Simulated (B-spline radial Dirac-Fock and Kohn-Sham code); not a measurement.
# Elastic and transport cross sections of sulfur for electrons

Level of theory: relativistic (Dirac) partial waves in the static field of the Dirac-Fock atom with Furness-McCarthy exchange, without polarisation or absorption potentials; a radial B-spline solver. Below a few hundred eV the neglected polarisation potential matters, most of all at small angles. σ_tr1 and σ_tr2 weight the cross section with 1 − P₁ and 1 − P₂ of cos θ; "backward" is the share scattered beyond 90°.

```
energy (eV)  σ (a₀²)  σ_tr1 (a₀²)  σ_tr2 (a₀²)  σ/σ_tr1  backward (%)
         50     31.6         14.7         16.4     2.16            22
       50.2     31.5         14.6         16.4     2.15            22
       53.8     29.7         14.1         15.1     2.11            22
       70.5     24.2         11.9         11.2     2.03            21
       71.8     23.9         11.8         11.0     2.03            21
       76.1     22.9         11.3         10.3     2.03            21
       90.3     20.5         9.97         8.67     2.05            20
         95     19.8         9.58         8.26     2.07            20
        100     19.2         9.19         7.87     2.09            19
        121     17.1         7.79         6.63     2.20            18
        161     14.6         5.91         5.22     2.47            16
        189     13.4         5.00         4.58     2.69            15
        200     13.0         4.70         4.37     2.77            14
        204     12.9         4.60         4.30     2.81            14
        210     12.7         4.45         4.20     2.85            14
        300        ?            ?            ?        ?             ?
        306     10.4         2.86         3.06     3.63            11
        311     10.3         2.81         3.02     3.67            11
        315     10.2         2.76         2.98     3.70            11
        333     9.91         2.58         2.84     3.85            10
        375     9.28         2.22         2.55     4.18           9.5
        451     8.36         1.75         2.15     4.79           8.2
```

Problem. Fill in the row for 300 eV.

Solution. σ = 10.5 a₀², σ_tr1 = 2.93 a₀², σ_tr2 = 3.11 a₀², σ/σ_tr1 = 3.58, backward 11 %. The ratio σ/σ_tr1 is roughly the number of elastic collisions that randomise the direction.

Values without a named source are computed, but for edge energies of neutral atoms, which are taken from tables.
